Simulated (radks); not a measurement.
Spherical quantum dot in the effective-mass picture: electrons in a parabolic well V = omega^2 r^2 / 2 with omega = 0.0786, with a point charge +1 (a donor) at the centre, all in effective atomic units (hartree* = m*/eps^2 hartree, bohr* = eps/m* bohr), one dielectric constant everywhere. Method: non-relativistic Kohn-Sham, LDA (Slater exchange, Perdew-Wang correlation), spin-polarised, spherical densities; computed with a radial shooting solver with Libxc functionals. Levels are named by radial order and angular momentum (1s, 1p, 1d, 2s, ...), and open shells are averaged over m.

N = 21, configuration 1s2 1p6 1d10 2s2 1f(up 1, down 0). This is the lowest configuration that the search found (a dilute case). Occupied levels:

level,occupation,eigenvalue (hartree*),<r> (bohr*)
1s down,1,1.8860,3.091
1s up,1,1.8860,3.146
2s up,1,1.9218,10.17
2s down,1,1.9233,10.18
1p up,3,1.9268,10.91
1p down,3,1.9284,10.87
1d up,5,1.9459,11.65
1d down,5,1.9476,11.63
1f up,1,1.9700,12.26

Energy (hartree*): total 22.4915, kinetic 1.2871, external 4.8026, Hartree 18.867, exchange-correlation -2.4656.

Electron density:

r (bohr*),n(r) (e/bohr*^3)
0.445,0.1427
1.56,0.02125
2.68,0.004622
3.79,0.001452
4.91,0.0008546
6.03,0.0009425
7.15,0.001257
8.26,0.001610
9.38,0.001868
10.5,0.001930
11.6,0.001738
12.7,0.001323
13.8,0.0008234
15.0,0.0004106
16.1,0.0001592
17.2,0.00004792
18.3,0.00001141
19.4,2.093e-06
20.6,3.022e-07
21.7,3.441e-08
